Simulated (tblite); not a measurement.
Species: C3H11NOSi3.
Atom-mapped SMILES: `[N:1]#[C:2][CH2:3][CH2:4][O:5][SiH:6]([SiH3:7])[SiH3:8]` (hydrogens: H9, H10 on C3; H11, H12 on C4; H13 on Si6; H14, H15, H16 on Si7; H17, H18, H19 on Si8)

Computed with GFN2-xTB (tblite), gas phase: L-BFGS steps from a force-field or distance-geometry start until the largest atomic force falls under 0.01 eV/Å.

The end geometry, which sets the zero of energy:
```
atom  x, y, z in Å
N1      4.7119    0.6812    0.7257
C2      3.7703    0.1410    0.3687
C3      2.5733   -0.5201   -0.0787
C4      1.3779    0.4394   -0.0519
O5      0.2453   -0.2281   -0.4970
Si6    -1.2950    0.3460   -0.4926
Si7    -1.8400    1.1070    1.6366
Si8    -2.3352   -1.4763   -1.4505
H9      2.7223   -0.8885   -1.0975
H10     2.3672   -1.3746    0.5718
H11     1.2212    0.8107    0.9703
H12     1.5782    1.3047   -0.6970
H13    -1.2996    1.5297   -1.3904
H14    -1.2574    2.4119    1.9827
H15    -1.3695    0.2008    2.6942
H16    -3.2888    1.2364    1.8052
H17    -3.7448   -1.1286   -1.6553
H18    -2.3269   -2.6708   -0.5987
H19    -1.8203   -1.9124   -2.7529
```

**Question.** These geometries come from the run, each turned onto the end geometry. Order them by energy, lowest first.
A.
```
atom  x, y, z in Å
N1      4.7863    0.7583    0.3754
C2      3.7975    0.2046    0.2283
C3      2.5447   -0.4754    0.0346
C4      1.3978    0.5242   -0.1636
O5      0.2486   -0.1704   -0.5182
Si6    -1.3066    0.3555   -0.4563
Si7    -1.8450    0.9559    1.7238
Si8    -2.3243   -1.4523   -1.4688
H9      2.6178   -1.1140   -0.8506
H10     2.3385   -1.1078    0.9026
H11     1.2350    1.0983    0.7577
H12     1.6531    1.2354   -0.9600
H13    -1.3766    1.5777   -1.2953
H14    -1.0012    2.0022    2.3204
H15    -1.7206   -0.1866    2.6385
H16    -3.2231    1.4383    1.8285
H17    -3.5522   -1.0027   -2.1305
H18    -2.7359   -2.4646   -0.4897
H19    -1.5436   -2.1669   -2.4841
```
B.
```
atom  x, y, z in Å
N1      4.7068    0.6678    0.7611
C2      3.7557    0.1534    0.3901
C3      2.5522   -0.4841   -0.0743
C4      1.3965    0.5188   -0.1817
O5      0.2487   -0.1522   -0.5814
Si6    -1.3077    0.3631   -0.4800
Si7    -1.8188    1.0211    1.6913
Si8    -2.3256   -1.4811   -1.4180
H9      2.7364   -0.9372   -1.0528
H10     2.2783   -1.2785    0.6261
H11     1.2356    1.0062    0.7889
H12     1.6440    1.2979   -0.9141
H13    -1.4077    1.5682   -1.3424
H14    -1.0524    2.1655    2.2097
H15    -1.5786   -0.0490    2.6690
H16    -3.2340    1.3768    1.8023
H17    -3.6456   -1.0838   -1.9125
H18    -2.5602   -2.5532   -0.4424
H19    -1.6334   -2.1102   -2.5464
```
C.
```
atom  x, y, z in Å
N1      4.8632    0.8520    0.3450
C2      3.8705    0.2983    0.2212
C3      2.6325   -0.4195    0.0594
C4      1.4352    0.5121   -0.1513
O5      0.3215   -0.2670   -0.4619
Si6    -1.2461    0.2374   -0.4301
Si7    -1.8664    0.8779    1.7162
Si8    -2.4324   -1.4422   -1.4792
H9      2.7074   -1.0807   -0.8100
H10     2.4594   -1.0210    0.9564
H11     1.2548    1.1049    0.7546
H12     1.6337    1.2100   -0.9753
H13    -1.2456    1.4546   -1.2909
H14    -1.0179    1.9432    2.2617
H15    -1.8103   -0.1992    2.7117
H16    -3.2380    1.3891    1.7241
H17    -3.6110   -0.8158   -2.0826
H18    -2.9581   -2.4334   -0.5375
H19    -1.7623   -2.1913   -2.5388
```
D.
```
atom  x, y, z in Å
N1      4.7164    1.2922    0.2686
C2      3.8888    0.5065    0.2050
C3      2.8059   -0.4420    0.1046
C4      1.5034    0.3375   -0.1346
O5      0.3865   -0.4763   -0.3329
Si6    -1.1567    0.1257   -0.4101
Si7    -1.8957    0.8357    1.6796
Si8    -2.5738   -1.3590   -1.4846
H9      3.0169   -1.0971   -0.7416
H10     2.7437   -1.0338    1.0243
H11     1.3310    0.9733    0.7381
H12     1.6068    0.9783   -1.0179
H13    -1.0706    1.3357   -1.2787
H14    -1.1442    1.9158    2.3344
H15    -1.8898   -0.2556    2.6625
H16    -3.2686    1.3243    1.5179
H17    -3.6214   -0.4581   -1.9879
H18    -3.1845   -2.2912   -0.5303
H19    -2.2038   -2.2026   -2.6237
```
E.
```
atom  x, y, z in Å
N1      4.8681    0.9510    0.3353
C2      3.9062    0.3626    0.2145
C3      2.7006   -0.4120    0.0789
C4      1.4682    0.4738   -0.1434
O5      0.3528   -0.3166   -0.4115
Si6    -1.2188    0.1789   -0.4189
Si7    -1.8655    0.8677    1.6916
Si8    -2.4637   -1.4401   -1.4996
H9      2.8078   -1.0836   -0.7776
H10     2.5774   -1.0195    0.9812
H11     1.2548    1.0773    0.7421
H12     1.6304    1.1564   -0.9878
H13    -1.2515    1.4131   -1.2485
H14    -1.0534    1.9459    2.2612
H15    -1.8678   -0.2005    2.6887
H16    -3.2394    1.3611    1.6833
H17    -3.6182   -0.7138   -2.0328
H18    -3.0781   -2.3736   -0.5550
H19    -1.9199   -2.2188   -2.6091
```

**Answer.** B (0.007 eV), A (0.014 eV), C (0.044 eV), E (0.085 eV), D (0.149 eV).

In the order of the answer:

```
step  E above end (eV)  largest force (eV/Å)  rms force component (eV/Å)  rms distance from end (Å)  rms bond change (Å)  bond most changed (Å)
 104             0.007                  0.05                       0.013                      0.204                0.001         Si8–H17 -0.002
  65             0.014                  0.02                       0.007                      0.336                0.001         Si6–Si8 +0.002
  41             0.044                  0.16                       0.044                      0.375                0.003         Si8–H19 -0.006
  32             0.085                  1.16                       0.232                      0.411                0.005         Si6–Si7 -0.014
  23             0.149                  0.20                       0.073                      0.513                0.005          O5–Si6 +0.014
```

The cost below is that of the whole relaxation. The run took 2.9 s of wall time on one thread of an Arm Neoverse N1, no GPU, on a shared host.
